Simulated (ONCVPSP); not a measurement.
# Building the ONCV potential for Ge (Z = 32) (PBE, scalar-relativistic).

Ge (Z = 32), optimised norm-conserving Vanderbilt (ONCV), made with ONCVPSP 4.0.1 (PBE, scalar-relativistic). Core [Ar], reference 3d10 4s2 4p2. Waves: 4s: rc 1.45 bohr, ncon 4, nbas 7, qcut 4.1 1/bohr, 2 projectors, debl 0.5 Ha; 4p: rc 2.35 bohr, ncon 4, nbas 8, qcut 4.2 1/bohr, 2 projectors, debl 3.5 Ha; 3d: rc 1.15 bohr, ncon 4, nbas 9, qcut 13.7 1/bohr, 2 projectors, debl 2.2 Ha; f scattering state at 0.38 Ha: rc 1.80 bohr, ncon 4, nbas 7, qcut 5.6 1/bohr, 2 projectors, debl 3.3 Ha. Local part: polynomial inside 0.85 bohr (lpopt 5, dvloc0 0 Ha). Core correction: polynomial model core, fcfact 0.2.

- Cutoffs needed: 77 Ha and 86 Ha (the cutoffs (Ha) at which the residual kinetic energy of the hardest occupied pseudo-wave falls to 1 and 0.1 mHa per electron)
- Ghost test: ghosts flagged at negative energy: s at -131.7 eV; GHOST(+) flagged for p at 113.1 eV, f at 140.8 eV; a true bound ghost makes a file unfit for plane-wave use
- Largest excitation error: -46 meV (all-electron minus pseudo) for 3d10 4s1 4p0, out of 4 test configurations
- rms error of d²Exc/dni dnj: 6.13 mHa without and 3.43 mHa with the model core
